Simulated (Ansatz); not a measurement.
Si₁₆Bi. The state is a doublet with charge 0. Geometry r2SCAN-D4/def2-SVP; atoms count from 1.

```xyz
17

Bi    3.152   -0.741    0.257
Si   -0.728   -1.994    1.779
Si   -0.018   -0.864   -2.276
Si    0.770   -1.914   -0.339
Si    1.527    0.245    2.191
Si    1.583    1.945    0.581
Si   -2.361   -0.783   -2.537
Si    0.808    1.399   -1.839
Si   -1.444    1.328   -3.117
Si   -0.767    1.899    0.228
Si   -1.339   -0.358   -0.254
Si    0.161   -0.702    3.802
Si    3.083    1.678   -1.227
Si   -2.848   -1.005    1.520
Si   -1.118    0.548    2.253
Si    0.380   -3.863    0.874
Si   -0.838    3.181   -1.894
```

In the def2 sets Bi takes a core potential; there is no spin–orbit coupling. Single mean-field runs in def2-TZVP are fitted with def2-universal-jkfit. Another isomer (doublet) lies 2.32 eV lower at PBE0-D4/def2-TZVP; other spin states weren't run for this one.

Q: Estimate the Mulliken populations from the PBE0/def2-TZVP orbitals of Ansatz.

A: 
```csv
atom,charge (e),spin (α − β)
Bi1,0.24,0.02
Si2,0.05,0.02
Si3,-0.01,0.00
Si4,-0.05,0.04
Si5,-0.03,0.07
Si6,0.06,0.02
Si7,-0.06,-0.01
Si8,0.07,0.02
Si9,-0.01,0.00
Si10,-0.04,-0.01
Si11,0.13,0.01
Si12,-0.04,0.00
Si13,-0.13,0.01
Si14,-0.04,0.04
Si15,0.03,0.05
Si16,-0.09,0.71
Si17,-0.07,0.00
```
Mulliken values depend strongly on the basis.

Q: Where does the spin sit?

A: Summed by element: Bi 0.02, Si 0.98, of 1 unpaired in all. Largest on single atoms: Si16 0.71, Si5 0.07, Si15 0.05.

Q: And the Mayer bond orders between heavy atoms (over 0.3)?

A: Bi1–Si4 0.82 (2.72 Å); Bi1–Si5 0.78 (2.71 Å); Bi1–Si6 0.34 (3.13 Å); Bi1–Si13 0.71 (2.84 Å); Si2–Si4 0.46 (2.60 Å); Si2–Si11 0.34 (2.68 Å); Si2–Si12 0.60 (2.56 Å); Si2–Si14 0.88 (2.35 Å); Si2–Si15 0.37 (2.61 Å); Si2–Si16 0.95 (2.35 Å); Si3–Si4 0.82 (2.34 Å); Si3–Si7 0.90 (2.36 Å); Si3–Si8 0.72 (2.45 Å); Si3–Si9 0.32 (2.75 Å); Si3–Si11 0.50 (2.47 Å); Si4–Si11 0.47 (2.62 Å); Si4–Si16 1.03 (2.33 Å); Si5–Si6 0.87 (2.34 Å); Si5–Si12 0.97 (2.31 Å); Si5–Si15 0.42 (2.66 Å); Si6–Si8 0.41 (2.60 Å); Si6–Si10 0.78 (2.38 Å); Si6–Si13 0.96 (2.36 Å); Si7–Si9 0.96 (2.37 Å); Si7–Si11 0.55 (2.54 Å); Si8–Si9 0.49 (2.59 Å); Si8–Si10 0.39 (2.65 Å); Si8–Si13 0.84 (2.37 Å); Si8–Si17 0.75 (2.43 Å); Si9–Si17 1.10 (2.30 Å); Si10–Si11 0.72 (2.38 Å); Si10–Si15 0.71 (2.46 Å); Si10–Si17 0.69 (2.48 Å); Si11–Si14 0.72 (2.42 Å); Si12–Si15 0.89 (2.37 Å); Si14–Si15 0.77 (2.44 Å).
